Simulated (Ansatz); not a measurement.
**Question.** Name a neutral molecule of C, F, N, O, Si and H with LUMO energy (PBE/def2-TZVPP) between -1.85 and -1.55 eV and HOMO energy (PBE0/def2-TZVPP) between -9.55 and -9.25 eV (Ansatz, PBE0-D4/def2-TZVP geometry).

**Answer.** `CO[Si](F)(C#N)OC` (-1.58 eV, -9.26 eV). Other molecules can fit too; these were computed, each in one conformer that needn't be the lowest.
